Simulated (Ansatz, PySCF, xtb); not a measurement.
Process, species as SMILES: [SiH3]OC1=CCC1 [cyclobuten-1-yloxysilane] → C=C(C)C(=O)[SiH3]
Each molecule is optimised on its own at B3LYP-D3(BJ)/def2-TZVP (Ansatz, an electronic-structure program), one conformer each, not searched for the lowest. Frequencies are from Ansatz or PySCF. Unstable Hartree-Fock reference: C=C(C)C(=O)[SiH3].

Property: isomerisation energy (enthalpy at 298 K, with B3LYP-D3(BJ) rigid-rotor harmonic-oscillator terms), in kJ/mol. Correlated levels leave the core frozen unless marked. No spin-orbit coupling. No relativistic terms. CBS marks a two-point X^-3 extrapolation of the correlation energy; Hartree-Fock from the larger set.

| level | program | isomerisation energy (kJ/mol) |
|---|---|---|
| GFN2-xTB | xtb | (withheld) |
| BLYP-D4/def2-TZVPD | Ansatz + dftd4 | (withheld) |
| PBE0-D3(BJ)/def2-TZVP | Ansatz + dftd3 | 46.0 |
| CAM-B3LYP-D4/def2-TZVPD | Ansatz + dftd4 | 40.2 |
| wB97M-V/def2-TZVPD | Ansatz | (withheld) |
| wB97X-V/def2-TZVPD | Ansatz | 45.3 |
| B2PLYP-D4/def2-TZVPD | Ansatz + dftd4 | 33.5 |
| B2PLYP/def2-TZVPD | Ansatz | 34.5 |
| SCS-MP2/aug-cc-pV(D+d)Z | Ansatz | 23.1 |
| SCS-MP2/cc-pV(D+d)Z | Ansatz | 21.4 |
| SCS-MP2/aug-cc-pV(T+d)Z | Ansatz | 45.0 |
| SCS-MP2/cc-pwCVTZ | Ansatz | 46.5 |
| CCSD/cc-pV(Q+d)Z | Ansatz | 47.3 |
| CCSD(T)/CBS(cc-pV(T+d)Z,cc-pV(Q+d)Z) | Ansatz | 43.2 |

### Question
Complete the blanks.

### Answer

- GFN2-xTB, isomerisation energy (kJ/mol): 167.6
- BLYP-D4/def2-TZVPD, isomerisation energy (kJ/mol): 11.0
- wB97M-V/def2-TZVPD, isomerisation energy (kJ/mol): 42.3
